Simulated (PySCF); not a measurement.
A structure optimised at B3LYP-D3(BJ)/def2-SVP, used in a PySCF frequency run:

```xyz
8

In     0.3968    -0.5206     0.0000
F      2.3597    -0.6060     0.0000
Br    -0.4570     1.8265     0.0000
C     -0.8904    -2.2221     0.0000
C     -2.2188    -2.0667     0.0000
H     -0.4398    -3.2204     0.0000
H     -2.8951    -2.9311     0.0000
H     -2.6985    -1.0817     0.0000
```

**Question.** Write its SMILES, formula and point group.

**Answer.** C=[CH][In]([F])[Br], C₂H₃BrFIn, Cs

**Question.** What are its rotational constants (standard atomic weights)?

**Answer.** 2.2822, 1.1543, 0.76659 GHz
